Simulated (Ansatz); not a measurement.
ClO, doublet, at a GFN2-xTB geometry; BLYP/cc-pVTZ (Ansatz, a quantum-chemistry and plane-wave program).

Here is a job for Ansatz.
Ansatz 0.2 input:
```yaml
crystal:
  periodic: [false, false, false]
  atoms:
    - {symbol: Cl, position_ang: [-0.00000000, -0.00000000, -0.49281646]}
    - {symbol: O, position_ang: [0.00000000, 0.00000000, 1.04723499]}
basis:
  gaussian:
    orbitals: cc-pVTZ
hamiltonian:
  xc: blyp
magnetization: {spin_polarized: true, initial_magnetization: 1}
accuracy: high
```

It wrote (shortened):

```
Functional definition: BLYP
895 factors; integrals over basis functions are off by at most 4.0e-9 eV
mean field evaluation 1: about -14561.2088 eV, gradient 4.2e1 eV
mean field evaluation 2: about -14519.1462 eV, gradient 1.1e2 eV
mean field evaluation 4: about -14567.3921 eV, gradient 6.9e0 eV
mean field evaluation 8: about -14567.6019 eV, gradient 4.2e-2 eV
mean field evaluation 16: about -14567.6019 eV, gradient 3.9e-6 eV
mean field evaluation 32: about -14567.6019 eV, gradient 2.1e-7 eV
mean field -14567.60193604 eV, -535.3494968741 hartree, gradient 5.7e-8 eV, S^2 0.752342; 3 other end points of the search recorded, 0 dependent functions left out
reference -14567.60196813 eV, -535.3494980536 hartree; 13, 12 occupied and 51, 52 virtual orbitals, 895 factors
Total energy: -14567.60196813 eV, -535.3494980536 hartree
```
